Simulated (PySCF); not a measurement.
```xyz
3
charge 0 multiplicity 6, angstrom
Ru    0.1683   -0.0022   -0.8286
O    -0.3713    0.0048   -2.5002
Br   -0.1421    0.0018    1.5766
```

All numbers come from UPBE0 in PySCF with Ru def2-TZVP with ECP28, O def2-TZVP, Br def2-TZVP; scalar-relativistic core potentials, no spin–orbit coupling; density-fitted integrals.

This geometry of RuOBr is a stationary point at this level.

(1) What is the point group?

(2) Is it a minimum?

(3) What are the dipole moment and the gap between the highest occupied and lowest empty levels of either spin?

(4) Give the ideal-gas entropy at 298.15 K and 1 bar by parts.

(5) What is the atomisation energy, with and without zero-point energy?

Answers

(1) Cs.

(2) Yes: all harmonic wavenumbers are real.

(3) 1.61 D and 2.70 eV.

(4) translation 174.7, rotation 105.1, vibration 24.3, spin 14.9; total 319.0 J/(mol K).

(5) 700 kJ/mol without, 693 kJ/mol with.

Other isomers or separated fragments may lie lower. Open d and f shells are described by one determinant, and the ground state may have another occupation or spin. At this level a doublet minimum of Cs symmetry lies 45 kJ/mol below this structure.
